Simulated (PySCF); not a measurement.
Compound: C3H5FN2Si.
Z-matrix (Å and degrees, GFN2-xTB geometry), rows numbered from 1:
```
F 
C   1  1.3397
C   2  1.4047  1  126.91
N   3  1.3129  2  109.42  1  -179.81
N   4  1.3401  3  107.42  2     0.04
Si  5  1.7629  4  117.31  3  -177.96
C   5  1.3539  4  110.86  3    -0.10
H   3  1.0708  2  128.91  1    -0.05
H   6  1.4553  5  105.25  4   -45.40
H   6  1.4612  5  107.63  4    75.81
H   6  1.4626  5  103.96  4  -165.40
H   7  1.0695  2  131.52  1    -0.13
```

NICS = −σ at a ghost point: NICS(0) at the centroid of the ring atoms, NICS(1) 1 Å to either side along the normal of their mean plane, zz for the tensor component along that normal. Level: GIAO PBE0/pcSseg-1 (PySCF, non-relativistic, gas phase) on the GFN2-xTB geometry, one conformer.

Ring bond lengths (Å), with Mayer bond orders in brackets: C2–C3 1.405 (1.30), C3–N4 1.313 (1.53), N4–N5 1.340 (1.18), N5–C7 1.354 (1.10), C7–C2 1.371 (1.46).

Problem. Give the NICS values of each ring in ppm.

Solution. 
```json
{"ring": "C2–C3–N4–N5–C7", "type": "5-membered ring with 2 N; formal bonds all aromatic", "NICS(0)": "-14.2", "NICS(1), two faces": "-11.6 / -11.5", "NICS(1)zz, two faces": "-29.4 / -29.0", "rms pucker (Å)": "0.00", "centre to ring atoms, mean (Å)": "1.15"}
```

Problem. What do they say, and how far can they be read as aromaticity?

Solution. 
- C2–C3–N4–N5–C7: mean NICS(1)zz -29.2 ppm, shielded, aromatic by this magnetic criterion (flat ring, no four-coordinate atom).

Problem. How equal are the bonds by HOMA? HOMA = 1 − mean of α(R − Ropt)² over the ring bonds, with Krygowski's 1993 parameters (CC: Ropt 1.388 Å, α 257.7 Å⁻²; CN: Ropt 1.334 Å, α 93.52 Å⁻²; NN: Ropt 1.309 Å, α 130.33 Å⁻²).

Solution. 
- C2–C3–N4–N5–C7: HOMA 0.93; the largest term is that of N4–N5, α(R − Ropt)² = 0.13. The geometric and the magnetic index point the same way.

Problem. Give the inner angles of the rings and the Hirshfeld charges of the ring atoms.

Solution. 
- C2–C3–N4–N5–C7: C2 105.9° (+0.041 e), C3 109.4° (-0.038 e), N4 107.4° (-0.141 e), N5 110.9° (-0.059 e), C7 106.4° (-0.042 e); sum 540.0° against 540° for a flat convex ring.

Hardware: an Arm Neoverse N1 with one thread (shared host). Cost: 38 s (with the writing of density and orbital grids), 0.71 GiB resident at most. This is the whole shielding run at PBE0/pcSseg-1, SCF included.
